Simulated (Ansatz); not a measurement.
One change: `FB(F)N[SiH3]` becomes `FB(F)[SiH3]`.

Ansatz, PBE0-D4/def2-TZVP geometries, multiplicity 1. Each molecule was computed in one conformer, which needn't be the lowest.

| property | `FB(F)N[SiH3]` |
| --- | --- |
| HOMO–LUMO gap (PBE/def2-TZVPP) / eV | 6.32 |
| size of the dipole moment (PBE/def2-TZVPP) / D | 2.05 |
| HOMO–LUMO gap (ωB97M-V/def2-TZVPP) / eV | 12.33 |
| size of the dipole moment (ωB97M-V/def2-TZVPP) / D | 2.09 |
| LUMO energy (ωB97M-V/def2-TZVPP) / eV | 1.52 |
| HOMO energy (PBE/def2-TZVPP) / eV | -7.12 |

Give the same properties after the change, and the shifts. (Estimate.)

Ansatz gave: 
```
                                          property  `FB(F)[SiH3]`  shift
               HOMO–LUMO gap (PBE/def2-TZVPP) / eV           5.63  -0.69
    size of the dipole moment (PBE/def2-TZVPP) / D           0.80  -1.25
           HOMO–LUMO gap (ωB97M-V/def2-TZVPP) / eV          12.17  -0.16
size of the dipole moment (ωB97M-V/def2-TZVPP) / D           0.92  -1.17
             LUMO energy (ωB97M-V/def2-TZVPP) / eV           0.86  -0.66
                 HOMO energy (PBE/def2-TZVPP) / eV          -7.75  -0.63
```

With PBE0 the HOMO falls by 0.61 eV and the LUMO falls by 1.18 eV, so the gap narrows by about 0.57 eV. PBE moves the HOMO by -0.63 eV and ωB97M-V by -0.51 eV. Dipoles are sizes alone; their direction can turn.
